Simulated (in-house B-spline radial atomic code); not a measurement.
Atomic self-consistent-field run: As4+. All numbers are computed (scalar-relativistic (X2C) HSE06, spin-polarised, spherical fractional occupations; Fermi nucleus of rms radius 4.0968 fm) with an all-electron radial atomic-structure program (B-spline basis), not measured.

Command:
```bash
python run_scf.py task.json out
```
Settings (nuclear radius in fm, mass in u):
```
Z                33
configuration    [Ar] 3d10 4s1
hamiltonian      x2c
method           hse06
spin_polarised   True
nucleus          fermi
rms_radius       4.0968
atomic_mass      74.92159
speed_of_light   137.035999084
```

Output (hartree, bohr):
```
 radial grid: 68 intervals, B-splines of order 8, outer radius 22.1277 bohr

 iter        energy (Eh)    residual
    1       -2249.954597    4.48e-01
    2       -2251.465830    5.45e-01
    3       -2256.551243    4.78e-02
    4       -2256.598540    1.21e-02
    5       -2256.600065    1.79e-03
    6       -2256.600085    4.60e-04
    7       -2256.600089    2.54e-04
    8       -2256.600090    5.40e-06
    9       -2256.600090    3.46e-07
   10       -2256.600090    1.39e-08

 total energy                     -2256.60009
 kinetic                            2307.3370
 electron-nucleus                  -5393.7889
 Hartree                             912.6123
 exact exchange                      -19.9160
 exchange-correlation                -62.8444

 orbital      occ     eigenvalue          <r>       <r^2>       <1/r>       r_max
 1s up      1.000      -434.2890    0.0450927  0.00274912     34.1792     0.02928
 1s down    1.000      -434.2834    0.0450931  0.00274916      34.179     0.02928
 2s up      1.000       -57.2422     0.202223    0.048299     7.49631      0.1699
 2s down    1.000       -57.2375     0.202235   0.0483046     7.49567      0.1699
 2p up      3.000       -50.3752     0.177035   0.0384008      7.2325      0.1362
 2p down    3.000       -50.3725     0.177039   0.0384021     7.23236      0.1362
 3s up      1.000        -9.1621     0.596891    0.410362     2.40721      0.5215
 3s down    1.000        -9.1495     0.596985    0.410394     2.40611      0.5217
 3p up      3.000        -7.0118     0.616006    0.445417      2.2356      0.5214
 3p down    3.000        -7.0035     0.615156    0.443864     2.23766      0.5214
 3d up      5.000        -3.4746     0.667232    0.555888     1.92166       0.478
 3d down    5.000        -3.4641     0.663427    0.548258     1.92854      0.4776
 4s up      1.000        -2.1556       1.6791     3.17462    0.787424         1.5
```

Time taken, with all properties: 0.82 s on 1 thread of Arm Neoverse V2, on a shared host.

One-electron X2C: radii and densities carry no picture-change correction, so inner-shell <1/r> comes out high (for 1s by about 2 % at Z = 33, 5 % at 54, 10 % at 75, 30 % at 118) and <r> low.
